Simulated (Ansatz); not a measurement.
Species: BaCl2 (charge 0, singlet). 
Geometry from a B3LYP-D3(BJ)/def2-TZVP (Ansatz, a program for electronic structure) optimisation:
SMILES: [Cl][Ba][Cl]
```xyz
3

Ba     0.3181    -0.1598     0.2899
Cl     1.2199     0.6922    -2.1545
Cl    -2.2679    -0.1657     1.1994
```
Charge 0, spin multiplicity 1.

Property: vertical triplet-singlet gap (E(triplet) - E(singlet); each state is the SCF solution reached for its spin; for the triplet the Hartree-Fock reference is unstable and T1 is 0.021), in kcal/mol. Valence correlation only, unless marked. Open shells are spin-unrestricted. No spin-orbit coupling. The frozen core is the preceding noble-gas configuration, with the filled d and f shells of earlier blocks. The outer core of K, Ca and their heavier congeners is not correlated, a term that matters for these elements. In def2 rows, elements after Kr have scalar-relativistic effective core potentials. 

```
level               program  vertical triplet-singlet gap (kcal/mol)
------------------  -------  ---------------------------------------
RI-HF/def2-TZVPPD    Ansatz                                    109.7
B3LYP/def2-TZVPD     Ansatz                                    107.4
wB97X-V/def2-TZVPD   Ansatz                                    128.2
B2PLYP/def2-TZVPD    Ansatz                                    117.8
RI-MP2/def2-TZVPPD   Ansatz                                    133.9
RI-MP2/def2-QZVPPD   Ansatz                                    136.3
```
